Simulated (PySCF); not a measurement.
SMILES Cc1ccccc1Br (C7H7Br), singlet (GFN2-xTB optimised geometry):

```
15

C     -2.488     0.330     0.000
C     -0.994     0.351     0.000
C     -0.286     1.547    -0.001
C      1.098     1.567    -0.001
C      1.810     0.380     0.000
C      1.132    -0.826     0.000
C     -0.251    -0.826     0.000
Br    -1.153    -2.512    -0.001
H     -2.861    -0.206     0.873
H     -2.860    -0.186    -0.885
H     -2.889     1.340     0.010
H     -0.835     2.477    -0.001
H      1.621     2.512    -0.001
H      2.889     0.387     0.000
H      1.671    -1.761     0.000
```

Method: PBE0/def2-TZVP run with PySCF 2.14.0.

Q: What are the frontier orbital energies and the dipole moment?

A: HOMO-2 -8.21 eV, HOMO-1 -7.42 eV, HOMO -6.99 eV, LUMO -0.50 eV, LUMO+1 -0.37 eV; dipole moment 1.60 D.

Meta-Löwdin charges at PBE0/def2-TZVP: C1 -0.35, C2 0.02, C3 -0.13, C4 -0.12, C5 -0.12, C6 -0.12, C7 -0.02, Br8 -0.06, H9 0.14, H10 0.14, H11 0.12, H12 0.12, H13 0.13, H14 0.13, H15 0.14.
